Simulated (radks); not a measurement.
Initial-state core-level shifts of neutral silver when its valence configuration changes from [Kr] 4d10 5s1. All-electron calculation, scalar-relativistic Kohn-Sham, BLYP, spin-polarised, spherical densities, finite nucleus; open shells are filled with parallel spins first (spin-orbit coupling, left out, can overturn this in heavy ions); Fermi nuclear charge, rms radius 4.5454 fm. Program: a radial shooting solver on a logarithmic mesh with Libxc functionals. Shifts are changes of the shell-averaged eigenvalues in eV (positive: less bound); the change of the density at the nucleus, which sets a Mossbauer isomer shift, is in e/bohr^3, on a base of 1.494e+05.

valence                1s       2p       3d       4p  density at nucleus
4d8 5s1 5p2       -11.841  -12.269  -12.185  -10.984              +15.61
4d10 5p1           -1.925   -1.869   -1.886   -1.960              -17.22
4d9.5 5s1.5        -2.068   -2.168   -2.155   -1.934              +11.84
4d8 5s1.5 5p1.5   -11.274  -11.714  -11.621  -10.418              +27.54
4d9 5s2            -4.258   -4.472   -4.436   -3.942              +25.50
4d9 5s1 5p1        -5.879   -6.053   -6.034   -5.576               +7.30
4d7 5s2 5p2       -17.040  -17.808  -17.588  -15.388              +52.46
4d10 5s0.5 5p0.5   -1.024   -0.995   -1.004   -1.043               -8.24
4d9.5 5s1 5p0.5    -2.957   -3.033   -3.029   -2.836               +3.53
